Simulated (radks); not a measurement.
Results of a calculation; reference values are marked as such.
Problem. All-electron atom: the aluminium ion Al2+ in [Ne] 7f1 (not the ground configuration). Level of theory: scalar-relativistic Kohn-Sham, PBEsol, spin-polarised, spherical densities, point nucleus; open shells are filled with parallel spins first (a radial shooting solver on a logarithmic mesh with Libxc functionals). Some entries of the table are withheld. Estimate them.

orbital  occ.  eigenvalue (hartree)  <1/r> (bohr^-1)
1s down     1                   (1)            12.62
1s up       1                   (2)            12.62
2s up       1              -5.16480              (3)
2s down     1              -5.16478              (4)
2p up       3              -3.75725            2.223
2p down     3              -3.75719            2.223
7f up       1              -0.08627              (5)

Solution. 
(1) 1s down eigenvalue (hartree): -56.65376
(2) 1s up eigenvalue (hartree): -56.65374
(3) 2s up <1/r> (bohr^-1): 2.345
(4) 2s down <1/r> (bohr^-1): 2.345
(5) 7f up <1/r> (bohr^-1): 0.06380
